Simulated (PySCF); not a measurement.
C8H6SSe. Atoms are numbered in the order given.

```xyz
16

C     -1.2780     3.0430     0.0000
C     -0.0115     3.5657     0.0000
S      1.1838     2.3337     0.0000
C     -0.0138     1.0759     0.0000
C      0.3788    -0.3167     0.0000
C      1.6492    -0.8453     0.0000
C      1.7198    -2.2667     0.0000
C      0.5095    -2.9002     0.0000
Se    -0.8949    -1.6915     0.0000
C     -1.2806     1.6242     0.0000
H     -2.1805     3.6552     0.0000
H      0.2866     4.6132     0.0000
H      2.5382    -0.2100     0.0000
H      2.6665    -2.8106     0.0000
H      0.3211    -3.9731     0.0000
H     -2.1883     1.0178     0.0000
```
Charge 0, spin multiplicity 1.

The structure is a stationary point at PBE0-D3(BJ)/def2-SVP. The values are those of a single conformer.

Calculation: B3LYP/pcSseg-1 (PySCF).

GIAO shieldings, no solvent; atoms alike by connectivity are averaged. δ = σ(ref) − σ: ¹³C against TMS (σ = 181.3 ppm); ³³S against H2S (σ = 695.8 ppm); ⁷⁷Se against Me2Se (σ = 1647.9 ppm); ¹H against TMS (σ = 31.68 ppm), references at their B3LYP-D3(BJ)/def2-TZVP geometries, non-relativistic.

| atoms | nucleus | count | δ (ppm) |
|---|---|---|---|
| C5 | ¹³C | 1 | 159.3 |
| C4 | ¹³C | 1 | ___ |
| C8 | ¹³C | 1 | ___ |
| C7 | ¹³C | 1 | 136.2 |
| C1 | ¹³C | 1 | 134.4 |
| C2 | ¹³C | 1 | 133.5 |
| C6 | ¹³C | 1 | ___ |
| C10 | ¹³C | 1 | ___ |
| S3 | ³³S | 1 | ___ |
| Se9 | ⁷⁷Se | 1 | 532.1 |
| H13 | ¹H | 1 | ___ |
| H15 | ¹H | 1 | 7.48 |
| H16 | ¹H | 1 | 7.37 |
| H14 | ¹H | 1 | 7.13 |
| H11 | ¹H | 1 | ___ |
| H12 | ¹H | 1 | ___ |

Task: What belongs in the gaps? (An estimate is asked for; the answer gives what the named calculation found.)

Result: 
- S3, δ (ppm): 434.3
- H11, δ (ppm): 7.11
- H12, δ (ppm): 7.11
- C8, δ (ppm): 141.6
- C10, δ (ppm): 129.3
- H13, δ (ppm): 7.50
- C4, δ (ppm): 151.9
- C6, δ (ppm): 129.6
